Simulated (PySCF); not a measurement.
## Polarisability and C₆ of Hg⁵²⁺ (mercury, charge +52)

[Ar] 3d10, closed-shell 1S. All numbers are calculated (PySCF 2.14, the non-relativistic Hamiltonian (point nucleus), in an even-tempered Gaussian basis (16 s from 13 bohr⁻², ratio 2.5; 10 p from 17 bohr⁻², ratio 2.5; 7 d from 17 bohr⁻², ratio 2.5; 4 f from 69 bohr⁻², ratio 2.7; 3 g from 100 bohr⁻², ratio 2.7)). Coupled (time-dependent) response in atomic units; α is the mean over directions.

```json
{"method": "UHF", "mean α (bohr³)": "0.001072", "C₆ (like pair)": "0.0001219", "S(−4)": "6.153e-08"}
{"method": "PBE0", "mean α (bohr³)": "0.001078", "C₆ (like pair)": "0.0001227", "S(−4)": "6.257e-08"}
```

S(−4) is the Cauchy moment in α(ω) = α(0) + S(−4) ω² + …

α(iu) at PBE0:

| u (hartree) | α(iu) (bohr³) |
| --- | --- |
| 0 | 0.001078 |
| 10.0 | 0.001072 |
| 20.0 | 0.001054 |
| 40.0 | 0.0009880 |
| 60.0 | 0.0008980 |
| 80.0 | 0.0007997 |
| 100 | 0.0007040 |
| 150 | 0.0005046 |
| 200 | 0.0003661 |
| 300 | 0.0002093 |
| 500 | 9.117e-05 |

For an ion, C₆ is the dispersion term alone; charge-induced terms of lower order in 1/R come first.

A non-relativistic calculation at this Z misses sizeable relativistic shifts. Spin-orbit coupling, which splits the p, d and f shells strongly at this Z, is absent.
